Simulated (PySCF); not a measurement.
Molecular orbitals of SbO

B2PLYP at R = 1.840 Å; basis Sb aug-cc-pVDZ-PP with ECP28, O aug-cc-pVDZ; scalar-relativistic core potentials; PySCF 2.14. State: ²Π (doublet), unpaired electrons π ↑. Only the outer orbitals are listed, counted within each symmetry, core potentials removing the inner ones.

```tsv
spin	orbital	occ.	ε (eV)	on Sb (%)	main shells (%)
α	5σ	1	-28.20	3	94 O s
α	6σ	1	-16.52	79	77 Sb s, 14 O p
α	3π	1	-11.10	18	82 O p, 17 Sb p
α	7σ	1	-10.53	39	58 O p, 26 Sb p, 12 Sb s
α	3π	1	-8.98	49	50 O p, 47 Sb p
α	4π	1	-6.72	86	84 Sb p, 14 O p
α	4π	0	-2.30	61	56 Sb p, 40 O p
α	8σ	0	0.09	108	96 Sb p, 9 Sb d
β	5σ	1	-28.92	1	97 O s
β	6σ	1	-15.33	69	68 Sb s, 24 O p
β	3π	1	-11.32	9	90 O p, 8 Sb p
β	7σ	1	-10.43	47	52 O p, 24 Sb p, 23 Sb s
β	3π	1	-10.05	12	87 O p, 11 Sb p
β	4π	0	-2.31	96	94 Sb p
β	4π	0	-1.66	94	92 Sb p
β	8σ	0	0.24	104	93 Sb p
```

Question: Which are the highest filled and the lowest empty level, where do they sit, and how wide is the gap?

Answer: Highest filled α 4π at -6.72 eV (in %: 84 Sb p, 14 O p); lowest empty β 4π at -2.31 eV (in %: 94 Sb p); the gap at B2PLYP is 4.41 eV. Both belong to one degenerate shell, split only by its one-sided filling, so this is no excitation gap.

```json
{"bond order (Mayer)": "1.36", "⟨S²⟩": "0.953", "charge on Sb (Mulliken, basis-dependent)": "0.92", "charge on Sb (Löwdin, basis-dependent)": "0.89", "dipole moment (positive dipole means Sb(−)O(+))": "-3.67 D"}
```

Shares are Mulliken populations and can fall outside 0 to 100 %.

Correlated steps freeze 5 core orbitals. Spin–orbit coupling is left out. B2PLYP dipoles, levels and charges come from its SCF part alone. The state was picked by a PBE0 search and need not be the measured ground state.
